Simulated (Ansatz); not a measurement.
C2H4BClO2 can be A, `CC(=O)OBCl`, or B, `C=COB(O)Cl`.

Calculated with Ansatz (gas phase, PBE0-D4/def2-TZVP geometries, no zero-point term in ΔE). CCSD(T)/CBS is the MP2 limit (def2-TZVPP, def2-QZVPP) plus CCSD(T) − MP2 in def2-TZVPP, frozen cores. DFT in def2-TZVPP. B3LYP here is the variant with VWN-RPA as its local correlation; programs differ in this. Each species was taken in one conformer, which may not be the lowest.

(1) Which is lower in electronic energy at CCSD(T)/CBS, and by how much? (An estimate is asked.)

(2) Give E(B) − E(A) in kJ/mol with ωB97M-V, PBE0-D4, B3LYP, PBE-D4, MP2/def2-TZVPP, r2SCAN-D4, B3LYP-D4. (Estimate.)

Largest T1 diagnostic: 0.014.

Answers

(1) Ansatz gave: B, by 83.6 kJ/mol.

(2) Ansatz gave: ωB97M-V -76.7, PBE0-D4 -73.7, B3LYP -76.0, PBE-D4 -69.4, MP2/def2-TZVPP -78.1, r2SCAN-D4 -72.9, B3LYP-D4 -77.2. None reverses the order clearly.

In def2-TZVPP, CCSD(T) changes the Hartree–Fock value by −7.2 kJ/mol (the triples alone add +1.5 kJ/mol) and MP2 by −7.2 kJ/mol. From PBE to PBE0 (25 % exact exchange), in def2-TZVPP and without D4, E(B) − E(A) moves by −4.4 kJ/mol.
